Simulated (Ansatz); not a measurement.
`C[N](C)[W]([CH3])(=[S])=[S]` + HCl → `[CH3][W](=[S])(=[S])[Cl]` + dimethylamine  (ligand exchange at a W–N bond)

Isolated molecules relaxed with PBE0-D4/def2-TZVP in Ansatz; ΔE leaves out vibrations. CCSD(T)/CBS is the MP2 limit (def2-TZVPP, def2-QZVPP) plus CCSD(T) − MP2 in def2-TZVPP, frozen cores. This one scheme is used for every species. DFT in def2-TZVPP. B3LYP here is the variant with VWN-RPA as its local correlation; programs differ in this. HSE06 is defined as in plane-wave codes. Elements past krypton have def2 core potentials. For W outer-core shells are correlated without core-valence functions, which leaves a few kJ/mol of doubt a bond. Each species was taken in one conformer, which may not be the lowest.

| level | ΔE (kcal/mol) | difference from CCSD(T)/CBS |
| --- | --- | --- |
| LDA (SPW92) | -3.6 | -0.4 |
| PBE-D4 | -4.9 | -1.7 |
| BLYP-D4 | -4.1 | -0.9 |
| r2SCAN-D4 | -5.7 | -2.5 |
| B97M-V | -6.6 | -3.4 |
| PBE0-D4 | -5.3 | -2.1 |
| B3LYP-D4 | -4.8 | -1.6 |
| r2SCANh-D4 | -5.8 | -2.6 |
| HSE06-D4 | -5.5 | -2.3 |
| BHLYP-D4 | -5.5 | -2.3 |
| CAM-B3LYP-D4 | -4.5 | -1.3 |
| ωB97X-V | -4.6 | -1.4 |
| ωB97M-V | -5.0 | -1.8 |
| B2PLYP | -6.5 | -3.3 |
| PBE-QIDH | -5.7 | -2.5 |
| PBE | -7.2 | -4.0 |
| revPBE | -8.6 | -5.4 |
| BLYP | -8.4 | -5.2 |
| r2SCAN | -6.5 | -3.3 |
| PBE0 | -7.4 | -4.2 |
| B3LYP | -8.2 | -5.0 |
| r2SCANh | -6.7 | -3.5 |
| r2SCAN0 | -7.0 | -3.8 |
| HSE06 | -7.5 | -4.3 |
| BHLYP | -8.4 | -5.2 |
| CAM-B3LYP | -6.7 | -3.5 |
| RPA@PBE/def2-TZVPP | -1.9 | 1.3 |
| HF/def2-SVP | -9.2 | -6.0 |
| MP2/def2-SVP | -2.6 | 0.6 |
| CCSD/def2-SVP | -2.4 | 0.8 |
| CCSD(T)/def2-SVP | -1.3 | 1.9 |
| HF/def2-TZVPP | -9.7 | -6.5 |
| MP2/def2-TZVPP | -3.4 | -0.2 |
| SCS-MP2/def2-TZVPP | -4.1 | -0.9 |
| CCSD/def2-TZVPP | -2.9 | 0.3 |
| CCSD(T)/def2-TZVPP | -2.0 | 1.2 |
| HF/def2-QZVPP | -9.8 | -6.6 |
| SCS-MP2/def2-QZVPP | -4.8 | -1.6 |
| HF/CBS(def2) | -9.8 | -6.6 |
| MP2/CBS(def2) | -4.6 | -1.4 |
| CCSD(T)/CBS | -3.2 | 0 |

Largest T1 diagnostic among the species: 0.022, so the coupled-cluster value is less sure than usual.

In def2-TZVPP, CCSD(T) changes the Hartree–Fock value by +7.7 kcal/mol (the triples alone add +0.9 kcal/mol) and MP2 by +6.3 kcal/mol. At CCSD(T), def2-SVP lies +1.9 kcal/mol from the extrapolated value and def2-TZVPP +1.2 kcal/mol. Leaving LDA and LC-ωPBE aside and taking each functional with its dispersion term where it has one, the values spread over 2.5 kcal/mol, from B97M-V to BLYP-D4. LDA lies +3.5 kcal/mol from PBE without D4.
